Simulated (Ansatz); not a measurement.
`C[O][Ge][F]` + H₂S → `[F][Ge][SH]` + CH₃OH  (ligand exchange at a Ge–O bond)

Gas-phase electronic energies from Ansatz, PBE0-D4/def2-TZVP geometries. CCSD(T)/CBS is the MP2 limit (def2-TZVPP, def2-QZVPP) plus CCSD(T) − MP2 in def2-TZVPP, frozen cores. This one scheme is used for every species. DFT in def2-TZVPP. HSE06 is defined as in plane-wave codes. For Ge outer-core shells are correlated without core-valence functions, which leaves a few kJ/mol of doubt a bond. Scalar relativity is left out up to krypton. Each species was taken in one conformer, which may not be the lowest.

| level | ΔE (kJ/mol) |
| --- | --- |
| r2SCAN-D4 | 3.3 |
| HSE06-D4 | -3.6 |
| PBE | -2.5 |
| RPA@PBE/def2-TZVPP | 12.3 |

(1) What does CCSD(T)/CBS give? (Best estimate.)

Largest T1 diagnostic among the species: 0.015.

## Answers

(1) Ansatz gave: +6.9 kJ/mol. The listed levels differ from it by -3.6, -10.5, -9.4, 5.4 kJ/mol.

In def2-TZVPP, CCSD(T) changes the Hartree–Fock value by +3.6 kJ/mol (the triples alone add −0.1 kJ/mol) and MP2 by +4.0 kJ/mol. Leaving LDA and LC-ωPBE aside and taking each functional with its dispersion term where it has one, the values, not all of them listed here, spread over 18.0 kJ/mol, from HSE06-D4 to CAM-B3LYP-D4. LDA lies +7.0 kJ/mol from PBE without D4.
